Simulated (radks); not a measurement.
Pr+, 58 electrons, occupied as [Xe] 4f3 6s1. Calculated with a radial shooting solver on a logarithmic mesh with Libxc functionals: scalar-relativistic Kohn-Sham, LDA (Slater exchange, VWN5 correlation), spin-polarised, spherical densities, finite nucleus; open shells are filled with parallel spins first (spin-orbit coupling, left out, can overturn this in heavy ions); Fermi nuclear charge, rms radius 4.8919 fm. Some entries of the table are withheld. Estimate them.

| orbital | occ. | eigenvalue (hartree) | <r^2> (bohr^2) | <1/r> (bohr^-1) |
|---|---|---|---|---|
| 1s up | 1 | -1535.220 | 0.0007908 | 64.62 |
| 1s down | 1 | -1535.220 | 0.0007908 | 64.62 |
| 2s up | 1 | -247.1946 | 0.01255 | 14.91 |
| 2s down | 1 | -247.1937 | 0.01255 | 14.91 |
| 2p up | 3 | -221.3328 | 0.01001 | 14.10 |
| 2p down | 3 | -221.3321 | 0.01001 | 14.10 |
| 3s up | 1 | -53.48141 | 0.08500 | 5.422 |
| 3s down | 1 | -53.45332 | 0.08494 | 5.424 |
| 3p up | 3 | -45.28700 | 0.08496 | 5.132 |
| 3p down | 3 | -45.25915 | 0.08490 | 5.134 |
| 3d up | 5 | -33.74416 | 0.07228 | 4.872 |
| 3d down | 5 | -33.72216 | 0.07220 | 4.874 |
| 4s up | 1 | -10.81030 | 0.4381 | 2.268 |
| 4s down | 1 | -10.73564 | 0.4379 | 2.269 |
| 4p up | 3 | -8.13134 | 0.4956 | 2.090 |
| 4p down | 3 | -8.05614 | 0.4954 | 2.090 |
| 4d up | 5 | -4.29794 | 0.6154 | 1.821 |
| 4d down | 5 | -4.22245 | 0.6157 | 1.821 |
| 5s up | 1 | -1.67483 | 2.538 | 0.8825 |
| 5s down | 1 | -1.62366 | 2.569 | 0.8757 |
| 5p up | 3 | -1.02438 | (1) | 0.7442 |
| 5p down | 3 | -0.98176 | (2) | 0.7374 |
| 6s up | 1 | -0.31765 | 17.80 | 0.3155 |
| 4f up | 3 | -0.29130 | 1.864 | 1.194 |
| 6s down | 0 | -0.28567 | 18.81 | 0.3087 |
| 4f down | 0 | -0.22547 | 2.073 | 1.170 |

Answer. 
(1) 5p up <r^2> (bohr^2): 3.515
(2) 5p down <r^2> (bohr^2): 3.562
